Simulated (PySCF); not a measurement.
Level of theory: TPSSh-D3(BJ)/def2-TZVP // B3LYP-D3(BJ)/def2-TZVP (PySCF 2.14.0). Isolated molecules, 0 K electronic values unless said otherwise. One relaxed conformer stands for a flexible species; it need not be the lowest. Delta-SCF ions had no search for a lower state. Excitations are Tamm–Dancoff values on a coarser integration grid. The basis has no diffuse functions, so Rydberg states are missing or too high.

Reference species (SMILES): `[SiH3]B([SiH3])[SiH3]` (neutral, multiplicity 1).

| Item | Result |
|---|---|
| vertical ionisation energy (Delta-SCF) | 9.58 eV |
| LUMO | -3.55 eV |
| T1 excitation (TDA) | 2.53 eV |
| S1 oscillator strength | 0.000 |

Changed species: `[SiH3]B([SiH3])S` (Si–B–S–H torsion 1°) (1 of 3 SiH3 replaced by SH; the reference has 0 of 3 SiH3 replaced by SH).

Question: Predict the effect on the vertical ionisation energy (Delta-SCF), LUMO, T1 excitation (TDA) and S1 oscillator strength.

Answer: the vertical ionisation energy (Delta-SCF) decreases by 0.09 eV, to 9.49 eV; the LUMO rises by 0.95 eV, to -2.60 eV; the T1 excitation (TDA) goes up by 0.85 eV, to 3.38 eV; the S1 oscillator strength is nearly the same.
